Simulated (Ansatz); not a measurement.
The cluster Cu₃⁻. Total charge -1; triplet. Geometry r2SCAN-D4/def2-TZVP, that of the neutral doublet.

| atom | x (Å) | y (Å) | z (Å) |
| --- | --- | --- | --- |
| Cu1 | 1.156 | -0.298 | 0.463 |
| Cu2 | -0.045 | 0.754 | -1.176 |
| Cu3 | -1.111 | -0.455 | 0.713 |

At PBE-D4/def2-TZVPD, r2SCAN-D4/def2-TZVPD, PBE0-D4/def2-TZVPD the highest occupied level of the charge -1 triplet lies above zero (up to 0.68 eV). By energy differences its removal costs 1.38 eV (vertical, to the charge 0 doublet, at PBE-D4/def2-TZVPD); a positive level beside a positive removal energy at the same level points to self-interaction error. The structure comes from a short search, and lower isomers may exist.

(1) Estimate the α-spin orbital energies around the gap (eV) in Ansatz with PBE-D4/def2-TZVPD, r2SCAN-D4/def2-TZVPD, PBE0-D4/def2-TZVPD.

Results:

(1) 
```
orbital  PBE-D4/def2-TZVPD  r2SCAN-D4/def2-TZVPD  PBE0-D4/def2-TZVPD
 HOMO−5              -0.62                 -0.69               -2.46
 HOMO−4              -0.58                 -0.67               -2.45
 HOMO−3              -0.54                 -0.62               -2.42
 HOMO−2              -0.36                 -0.44               -2.14
 HOMO−1               0.50                  0.27                0.03
   HOMO               0.68                  0.45                0.23
   LUMO               2.12                  2.22                2.64
 LUMO+1               2.38                  2.44                2.82
 LUMO+2               3.01                  3.10                3.44
 LUMO+3               3.09                  3.20                3.50
 LUMO+4               3.63                  4.08                4.04
 LUMO+5               3.68                  4.21                4.09
 β HOMO              -0.17                 -0.21               -1.94
 β LUMO               1.26                  1.56                2.08
```
